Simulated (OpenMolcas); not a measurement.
# Ionisation energies of vanadium

```yaml
Program: OpenMolcas 26.06
Basis: ANO-R3 [7s5p5d3f2g1h]
Scalar_Hamiltonian: X2C, finite nucleus
Spin-orbit_coupling: state interaction with AMFI integrals over the reference wave functions, term energies averaged over their components
```

Active shells in each charge state: the valence d shell, with orbitals averaged over the low states. Where CASPT2's correlated closed shells are named, they are those of the first ion.

A. CASSCF
B. SS-CASPT2, IPEA 0.25 Eh, imaginary shift 0.1 Eh (closed shells correlated: 3s 3p)
C. SS-CASPT2, IPEA 0.25 Eh, imaginary shift 0.1 Eh (closed shells correlated: none)
D. SS-CASPT2, IPEA 0 Eh, imaginary shift 0.1 Eh (closed shells correlated: 3s 3p)
E. SS-CASPT2, IPEA 0.25 Eh, imaginary shift 0.1 Eh (closed shells correlated: 2s 2p 3s 3p)

Energies in eV between the lowest computed levels, named as in B; reference values from the NIST Atomic Spectra Database with their kind.

```tsv
From	To	A	B	C	D	E	Spin-orbit share in B	Reference
V2+ 3d3 4F 3/2	V3+ 3d2 3F2	28.179	29.380	28.649	29.470	29.409	-0.010	29.311 (measured)
V3+ 3d2 3F2	V4+ 3d 2D 3/2	45.795	46.775	45.966	46.845	46.819	+0.009	46.709 (measured)
V4+ 3d 2D 3/2	V5+ 3p6 1S0	64.226	65.143	64.226	65.204	65.192	+0.046	65.282 (measured)
```

Error against the reference values, in %:

```
From  Reference     A     B     C     D     E
 V2+   measured  -3.9  +0.2  -2.3  +0.5  +0.3
 V3+   measured  -2.0  +0.1  -1.6  +0.3  +0.2
 V4+   measured  -1.6  -0.2  -1.6  -0.1  -0.1
```

Mean absolute error over the 3 measured values: A 1.03 eV, B 0.09 eV, C 0.82 eV, D 0.12 eV, E 0.10 eV.

The lowest level within the active space need not be the ion's true ground level.
